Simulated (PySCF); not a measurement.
Stepwise substitution at one centre (Ge OCH3-I). All species are isolated molecules in the gas phase. One relaxed conformer stands for each flexible species; it need not be the lowest. Strings in code marks are SMILES.

Calculation: M06-2X/def2-TZVP // PBE0-D3(BJ)/def2-SVP (PySCF). All candidates: neutral, multiplicity 1. Delta-SCF ions had no search for a lower state. Excitations are Tamm–Dancoff values on a coarser integration grid. The basis has no diffuse functions, so Rydberg states are missing or too high.

```json
{
 "HOMO": "-9.70 eV",
 "vertical ionisation energy (Delta-SCF)": "10.45 eV",
 "S1 excitation (TDA)": "7.54 eV"
}
```

Name which member has these values.
A. `C[O][Ge]([O]C)([O]C)[O]C`
B. `C[O][Ge]([I])([I])[O]C` (C–O–Ge–I torsion -63°, I–Ge–O–C torsion -178°)
C. `C[O][Ge]([I])([I])[I]` (C–O–Ge–I torsion 180°)
D. `C[O][Ge]([I])([O]C)[O]C`

A, `C[O][Ge]([O]C)([O]C)[O]C`. The others give `C[O][Ge]([I])([I])[I]` (C–O–Ge–I torsion 180°): -8.88 eV, 9.85 eV, 4.22 eV; `C[O][Ge]([I])([O]C)[O]C`: -9.11 eV, 9.91 eV, 5.85 eV; `C[O][Ge]([I])([I])[O]C` (C–O–Ge–I torsion -63°, I–Ge–O–C torsion -178°): -8.91 eV, 9.82 eV, 4.90 eV
